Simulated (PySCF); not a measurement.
W(NH)(S)(Br)(OH) (BrH2NOSW), SMILES [NH]=[W]([OH])(=[S])[Br], multiplicity 1. Heavy atoms are numbered as in [W:1](=[NH:2])(=[S:4])([Br:5])[OH:6]. Hydrogens are named by the atom that carries them.

Coordinates come from a r2SCAN-D4/def2-SVP optimisation. The spin state was assumed, not searched. The structure was generated by enumeration; whether it is a known compound was not checked. The def2 effective core potentials stand for the cores of W; spin–orbit coupling is left out. One conformer was computed; it need not be the lowest.

Calculation: ωB97X/def2-TZVP in PySCF.

ESP charges are fitted to the potential on shells at 1.4 to 2.0 van der Waals radii. Atomic charges (e), one atom of each kind:

```tsv
atom	Mulliken	ESP fit	Löwdin
W1	1.17	0.63	0.14
N2 (NH)	-0.58	-0.60	___
H on N2	0.27	0.39	___
S4	-0.33	-0.23	0.05
Br5	-0.30	-0.11	___
O6 (OH)	-0.61	-0.52	-0.28
H on O6	0.37	0.44	0.19
```

**Question.** Some entries are withheld; supply them. (Estimate from the structure and the level; the computed values follow.)

**Answer.** 
- N2 (NH), Löwdin: -0.34
- H on N2, Löwdin: 0.16
- Br5, Löwdin: 0.07
